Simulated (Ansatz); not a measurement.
Species: CH4FSi, charge 0, doublet. CH4FSi (SMILES [CH2][SiH2]F, doublet).
B3LYP-D3(BJ)/def2-TZVP minimum from Ansatz (a program for electronic structure):
```
Si
F 1 1.6092
H 1 1.4783 2 108.30
H 1 1.4811 3 110.10 2 115.78
C 1 1.8328 3 110.60 4 124.06
H 5 1.0842 1 122.58 3 -19.76
H 5 1.0846 6 114.76 1 178.42
```
Charge 0, spin multiplicity 2.

Total energies in hartree (Ansatz). Radicals and triplets start from unrestricted determinants; spin-orbit coupling is neglected. Correlated methods leave the cores frozen. No relativity. Where a partner has so few electrons that a lower coupled-cluster level is exact, that level stands in.

| species | HF/cc-pV(T+d)Z | CCSD(T)/cc-pV(T+d)Z | HF/cc-pV(Q+d)Z | CCSD(T)/cc-pV(Q+d)Z | CCSD(T)/cc-pV(D+d)Z | CCSDT(Q)/cc-pV(D+d)Z |
|---|---|---|---|---|---|---|
| 1: CH4FSi (SMILES [CH2][SiH2]F, doublet) | -428.66621 | -429.23317 | -428.68267 | -429.29058 | -429.04412 | -429.04575 |
| 2: C (triplet) | -37.69157 | -37.78076 | -37.69331 | -37.78654 | -37.76038 | -37.76071 |
| 3: Si (triplet) | -288.85649 | -288.93344 | -288.85845 | -288.93781 | -288.91643 | -288.91690 |
| 4: F (doublet) | -99.40552 | -99.62036 | -99.41377 | -99.65026 | -99.52757 | -99.52776 |
| 5: H (doublet) | -0.49981 | -0.49981 | -0.49995 | -0.49995 | -0.49928 | -0.49928 |

Work out the atomisation energy (electronic, to ground-state atoms) in kcal/mol: take Hartree-Fock from cc-pV(Q+d)Z, extrapolate the CCSD(T) correlation energy as X^-3 (X = 3, 4), and add CCSDT(Q) - CCSD(T) in cc-pV(D+d)Z. 1 hartree = 627.51 kcal/mol.


Species 1: correlation (64·(-0.60791) - 27·(-0.56696))/37 = -0.63779; step -0.00163; E1 = -428.68267 + (-0.63779) + (-0.00163) = -429.32209
Species 2: correlation (64·(-0.09323) - 27·(-0.08919))/37 = -0.09618; step -0.00033; E2 = -37.69331 + (-0.09618) + (-0.00033) = -37.78982
Species 3: correlation (64·(-0.07936) - 27·(-0.07695))/37 = -0.08112; step -0.00047; E3 = -288.85845 + (-0.08112) + (-0.00047) = -288.94004
Species 4: correlation (64·(-0.23649) - 27·(-0.21484))/37 = -0.25229; step -0.00019; E4 = -99.41377 + (-0.25229) + (-0.00019) = -99.66625
Species 5: correlation (64·(0.00000) - 27·(0.00000))/37 = 0.00000; step +0.00000; E5 = -0.49995 + (0.00000) + (+0.00000) = -0.49995
-1·E1 +1·E2 +1·E3 +1·E4 +4·E5 = 0.92618 hartree = 581.2 kcal/mol.
